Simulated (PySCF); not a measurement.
Molecule: SMILES C#C/C(=C\F)S(=O)(=O)[O-], [C4H2FO3S]-.

Bonds (- single, = double, # triple, : aromatic): C1#C2, C2-C3, C3=C4, C4-F5, C3-S6, S6=O7, S6=O8, S6-O9. C1 carries H10; C4 carries H11. Formal charges: O9 -1. Stereochemistry as in C#C/C(=C\F)S(=O)(=O)[O-].

Total charge -1.

Frames of a GFN2-xTB Langevin trajectory at 600 K; GIAO PBE0/pcSseg-1 shieldings in PySCF, gas phase, non-relativistic; equivalent atoms averaged within each frame.

Referencing at the same level of theory: ¹³C (186.93 ppm) and ¹H (31.72 ppm) against TMS; CFCl3 for ¹⁹F (170.95 ppm); ³³S (503.73 ppm) against CS2; ¹⁷O (336.08 ppm) against H2O. The references are static minima.

How do the shifts (ppm) fluctuate along the trajectory?

## Answers


```csv
time (fs),C4,C3,C2,C1,F5,S6,O7/O8/O9,H11,H10
250,167.3,111.6,93.9,91.6,-134.7,299,237.4,8.24,1.59
425,181.1,127.4,81.7,112.6,-89.1,355,295.8,8.93,4.46
625,187.4,133.5,87.5,96.9,-105.3,328,264.1,8.95,3.72
800,178.0,136.1,78.5,102.4,-95.1,338,283.8,9.03,4.67
1000,164.0,126.4,82.3,100.8,-119.6,290,225.5,7.98,4.85
mean of frames,175.6,127.0,84.8,100.9,-108.8,322,261.3,8.63,3.86
standard deviation,9.7,9.5,6.0,7.8,18.6,27,29.8,0.48,1.34
```

5 frames give an uncertainty of the mean of about the standard deviation over 2.2 at best, since frames this close in time may not be independent; classical motion lacks zero-point vibration, and the reference would need the same averaging.
